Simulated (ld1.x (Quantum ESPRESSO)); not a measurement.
# hafnium (Hf): one change to a TM potential, before and after

| Quantity | Value |
| --- | --- |
| Element | hafnium |
| Generator | ld1.x (Quantum ESPRESSO) 7.5 |
| Type | norm-conserving Troullier–Martins (Kleinman–Bylander form) |
| Functional | PBE |
| Relativity | scalar-relativistic |
| Frozen core | [Xe] 4f14 |
| Valence charge | 4 |
| Reference configuration | 5d2 6s1 6p0 (charge +1) |
| Partial waves | 6s (bound): rc 3.00 bohr; 5d (bound): rc 2.95 bohr; 5f channel at -0.1 Ry: rc 3.10 bohr; 6p (bound, empty): rc 3.15 bohr |
| Local potential | the p channel |
| Core correction | Bessel-smoothed model core, default radius (core density twice the valence density) |

All-electron outer shells of the reference configuration (PBE, scalar-relativistic, ld1.x):

```
shell  level (eV)  outermost node (bohr)  outermost maximum (bohr)
   4f      -23.76                      –                      0.45
   6s      -10.97                   1.36                      2.78
   5d       -9.21                   0.67                      1.67
   6p       -6.36                   1.64                      3.62
```

Change: wave 5d (bound): rc 2.95 bohr becomes 5d (bound): rc 3.42 bohr.

Cutoffs: the cutoffs (Ry, on a coarse ladder) from which the occupation-weighted sum of valence levels, in a spherical-Bessel basis at the reference potential, stays within 10 and 1 mRy of its value at 400 Ry; they do not see the model core or the augmentation charge, which bear on the density cutoff. Errors are all-electron minus pseudo energies relative to the spin-unpolarised reference configuration.

Question: Predict the effect on cutoff, ghosts and configuration errors.

Answer: The potential gets softer (18 Ry and 25 Ry → 18 Ry and 18 Ry); of the 7 tests that both files solve, the error grows in 0 and shrinks in 3 by more than 15 % and 0.3 meV (median size 15.4 → 15.7 meV); neither file shows a bound ghost. A larger radius leaves more room for a smooth pseudo-wave, so fewer plane waves are needed. That the errors move this way runs against the usual rule that smaller radii transfer better.

```tsv
quantity	base	changed
cutoff, loose	18 Ry	18 Ry
cutoff, tight	25 Ry	18 Ry
loose cutoff by channel (10 mRy a level)	s 6 Ry, d 18 Ry	s 6 Ry, d 15 Ry
bound ghosts	none	none
error for 5d2 6s2 6p0, meV [ΔE -7.98 eV]	-3.2	-3.3
error for 5d2 6s0 6p0, meV [ΔE 14.18 eV]	-30	-34
error for 5d1 6s0 6p0, meV [ΔE 35.97 eV]	-288	-240
error for 5d2 6s1 6p1, meV [ΔE -4.15 eV]	-1.5	-1.2
error for 5d1 6s2 6p0, meV [ΔE -1.48 eV]	-64	-28
error for 5d2 6s0 6p2, meV [ΔE -0.11 eV]	-15	-16
error for 5d2.5 6s1.5 6p0, meV [ΔE -6.72 eV]	-14	-14
```
